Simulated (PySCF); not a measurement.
**V⁷⁺ (vanadium, charge +7): UHF calculation**

Configuration: [Ne] 3s2 3p4, high-spin 3P determinant. Computed with PySCF 2.14 in an even-tempered Gaussian basis (20 s from 0.19 bohr⁻², ratio 2.5; 13 p from 0.24 bohr⁻², ratio 2.5; 5 d from 2.8 bohr⁻², ratio 2.7; 5 f from 4.1 bohr⁻², ratio 2.7), with scalar relativity by spin-free X2C-1e.

- Total energy: -932.211404 hartree
- One-electron energy: -1196.5679 hartree
- Hartree (Coulomb) energy: 305.1711 hartree
- Exchange energy: -40.8146 hartree
- ⟨S²⟩: 2.0040
- ⟨L²⟩: 2.012
- Sum of ⟨r⟩: 7.705 bohr
- Sum of ⟨r²⟩: 6.214 bohr²
- Traceless quadrupole moment −½Σ⟨3z² − r²⟩ along its main axis: -0.373 e·bohr²

```tsv
shell	electrons	mean orbital energy (eV)	spread (eV)	rms radius, mean of both spins (bohr)
1s α	1	-5665.1	0	0.0768
1s β	1	-5663.1	0	0.0768
2s α	1	-799.91	0	0.331
2s β	1	-798.30	0	0.331
2p α	3	-689.14	1.803	0.301
2p β	3	-686.10	1.485	0.301
3s α	1	-213.39	0	0.932
3s β	1	-200.89	0	0.932
3p α	3	-178.05	3.854	0.962
3p β	1	-172.75	0	0.962
```

Densities and radii are taken from the X2C orbitals without a picture-change correction, which distorts them close to the nucleus.

Spin-orbit constants ζ (cm⁻¹) from the X2C one-electron operator on these orbitals: bare nucleus, nucleus screened by l(l+1)(2l+1)/3 electrons, and screened by the Breit-Pauli mean field of the electrons.

```json
{"shell": "2p", "bare": "41120", "screened nucleus": "37550", "mean field": "35930"}
{"shell": "3p", "bare": "5989", "screened nucleus": "5468", "mean field": "5212"}
```

To first order the Landé constant is A = -2606 cm⁻¹, so the lowest level has J = 2 and lies 0.323 eV below the centre of the term. This holds in LS coupling only.
